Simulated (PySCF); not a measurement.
Be(H)(NH2) (BeH₃N), SMILES [BeH][NH2].

Geometry optimised at TPSSh-D3(BJ)/def2-TZVPD.

Calculation: PySCF with r2SCAN/def2-TZVPD.

Symmetry labels are those of the subgroup C2v that the program uses (full group C2v).

Question: List the valence orbital energies around the gap with their symmetry. (The exact figures need the calculation; the answer reports its results.)

Answer: 
| orbital | symmetry | energy (eV) |
|---|---|---|
| HOMO−6 | A1 | -384.47 |
| HOMO−5 | A1 | -106.24 |
| HOMO−4 | A1 | -21.53 |
| HOMO−3 | B2 | -12.02 |
| HOMO−2 | A1 | -10.30 |
| HOMO−1 | A1 | -7.84 |
| HOMO | B1 | -6.35 |
| LUMO | B2 | -0.32 |
| LUMO+1 | A1 | 0.09 |
| LUMO+2 | B1 | 0.35 |
| LUMO+3 | B2 | 1.60 |
